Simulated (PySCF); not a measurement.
Electric field gradients and quadrupole coupling constants

Species: C4H7FO3.
Structure used (GFN2-xTB), in Å, numbered top down from 1:
```
atom  x, y, z in Å
C1     2.348    0.029   -0.271
O2     1.191    0.680    0.225
C3     0.015    0.262   -0.362
C4    -1.166    1.069    0.212
O5    -1.806    0.146    1.080
C6    -1.535   -1.083    0.575
F7    -2.470   -1.389   -0.415
O8    -0.298   -1.084    0.001
H9     2.303   -1.045   -0.078
H10    3.188    0.470    0.261
H11    2.453    0.201   -1.347
H12    0.083    0.312   -1.462
H13   -1.854    1.395   -0.574
H14   -0.815    1.913    0.803
H15   -1.641   -1.869    1.331
```

Field gradients from the PBE0/pcSseg-1 density (PySCF, non-relativistic), principal values in atomic units, ordered |Vxx| ≤ |Vyy| ≤ |Vzz|:

```tsv
atom	Vxx	Vyy	Vzz
O2	-0.0528	-1.8996	1.9524
O5	0.0061	1.8891	-1.8952
O8	-0.0544	-1.7729	1.8273
```

Problem. Find the asymmetry η = (Vxx − Vyy)/Vzz and the couplings χ = eQV/h (234.96 MHz × Q in barn × V in au), with Q(17O) = −0.0256 b.

Solution. 
```csv
atom,environment,nucleus,η,χzz (MHz),χxx (MHz),χyy (MHz)
O2,ether oxygen,17O,0.95,-11.74,0.32,11.43
O5,cyclic ether oxygen,17O,0.99,11.40,-0.04,-11.36
O8,cyclic ether oxygen,17O,0.94,-10.99,0.33,10.66
```

At O2, O5 and O8 η is above 0.9: Vyy and Vzz are nearly equal in size and opposite in sign, so a small change could swap them and flip the sign of χzz. The tensor is traceless: Vxx + Vyy + Vzz = 0.

Problem. What is Vzz at O5 in SI units (1 au = 9.71736 × 10²¹ V/m²)?

Solution. -1.8952 au = -18.416 × 10²¹ V/m².

Problem. And the gradient at the other heavy atoms, for which no coupling is worked out here?

Solution. 
```
atom                     environment  Vzz (au)     η
  C1                  methoxy carbon     0.424  0.09
  C3  sp3 carbon bearing two oxygens    -0.369  0.84
  C4      sp3 carbon bound to oxygen     0.413  0.34
  C6  sp3 carbon bearing two oxygens    -0.423  0.44
  F7                  alkyl fluorine     2.767  0.02
```

Were the hydrogens deuterons (Q(2H) = 0.00286 b), χzz would run from 180 kHz (H12) to 207 kHz (H10).

The structure is a single GFN2-xTB conformer in the gas phase; no vibrational or solvent corrections. GFN2-xTB bond lengths can be off by several hundredths of an ångström, more for odd bonds, and the gradients follow them. With so small a basis the couplings can be 20 % off.

These values come from a run that also computed NMR shieldings. The run took 44 s on one thread of an Arm Neoverse N1, no GPU (shared host), and the process peaked at 0.76 GiB of memory.
